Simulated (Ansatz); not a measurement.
C4H12Sn, SMILES `CC(C)[CH2][SnH3]`, relaxed with RKS PBE0-D4/def2-TZVP in Ansatz from a PBE-D4/def2-SVP geometry. The force threshold is 0.005 eV/Å; the program also tests the step.

Total charge 0; spin multiplicity 1. Sn takes the def2 core potential.

Start:

```xyz
17

C     1.155   -0.225   -1.059
C    -0.306    0.038   -0.671
C    -1.258   -0.825   -1.513
C    -0.559   -0.188    0.830
Sn    0.606    1.081    2.174
H     1.446   -1.271   -0.820
H     1.320   -0.070   -2.145
H     1.857    0.445   -0.519
H    -0.530    1.106   -0.899
H    -1.079   -1.906   -1.327
H    -2.320   -0.616   -1.269
H    -1.118   -0.644   -2.599
H    -1.625   -0.006    1.081
H    -0.340   -1.242    1.109
H    -0.150    1.134    3.731
H     0.676    2.690    1.528
H     2.226    0.499    2.370
```

Question: How much energy does the relaxation release, and in how many steps? (Best estimate.)

Answer: Ansatz gave: 6.45 kJ/mol, in 5 steps.

Question: Which bonds change most? (An estimate is asked.)

Answer: Ansatz gave: C4–Sn5 from 2.185 to 2.152 Å; Sn5–H16 from 1.734 to 1.712 Å; Sn5–H17 from 1.732 to 1.710 Å; Sn5–H15 from 1.732 to 1.711 Å.

Question: Give the relaxed structure. (An estimate is asked.)

Answer: The calculation gave: 
```xyz
17

C     1.143   -0.221   -1.046
C    -0.305    0.045   -0.660
C    -1.246   -0.812   -1.497
C    -0.549   -0.192    0.828
Sn    0.595    1.067    2.146
H     1.423   -1.252   -0.807
H     1.299   -0.074   -2.117
H     1.838    0.439   -0.519
H    -0.525    1.097   -0.881
H    -1.060   -1.876   -1.318
H    -2.292   -0.611   -1.251
H    -1.109   -0.625   -2.566
H    -1.602   -0.027    1.074
H    -0.323   -1.232    1.088
H    -0.155    1.141    3.681
H     0.677    2.646    1.489
H     2.190    0.486    2.357
```
